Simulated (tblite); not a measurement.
hexafluorodisiloxane (F$_{6}$OSi$_{2}$), singlet, geometry from GFN2-xTB; GFN1-xTB in tblite.

tblite was given this input:
```
$ tblite run mol.xyz --method gfn1 --charge 0 --spin 0 --guess eeq --json tblite.json --no-restart

# file mol.xyz
9

F      2.21885290     0.19334445    -1.14768293
Si     1.49242503     0.32186169     0.23964350
F      2.33834457    -0.41456129     1.33748724
F      1.39842636     1.84874384     0.60070824
O      0.05739792    -0.36176336     0.18858272
Si    -1.48267425    -0.38331814    -0.20760702
F     -1.71986274     0.17718168    -1.65679789
F     -2.32640504     0.48452724     0.79431689
F     -1.97554429    -1.87206957    -0.14549515
```

The log (banner, timings and long lists left out):

```
xTB calculator
 | screened Coulomb repulsion
 | Coulomb electrostatics
 |  * isotropic Klopman-Ohno-Mataga-Nishimoto electrostatics
 |  * onsite third-order electrostatics
 | DFT-D3(BJ) dispersion correction

halogen bonding energy    0.0000000000000E+00 Eh
repulsion energy          1.3334736939516E-01 Eh
dispersion energy        -2.9824759492798E-03 Eh
number of electrons       5.6000000000000E+01 e
integral cutoff           2.8146159136829E+01 bohr

------------------------------------------------------------
  cycle        total energy    energy error   density error
------------------------------------------------------------
      1     -39.79872583224  -3.9929091E+01   6.4558663E-01
      2     -39.81360290497  -1.4877073E-02   3.8038151E-01
      3     -39.75411010644   5.9492799E-02   1.2196905E-01
      4     -39.82295039127  -6.8840285E-02   1.8006660E-02
      5     -39.82307918779  -1.2879653E-04   4.5953593E-03
      6     -39.82317898933  -9.9801539E-05   1.3909084E-04
      7     -39.82317905544  -6.6104526E-08   2.3254255E-05
      8     -39.82317905492   5.2119731E-10   1.8462168E-05
------------------------------------------------------------

electronic energy        -3.9953543948362E+01 Eh
total energy             -3.9823179054916E+01 Eh

Post processing:
 | Mayer-Wiberg bond orders

[Info] JSON dump of results written to 'tblite.json'
```
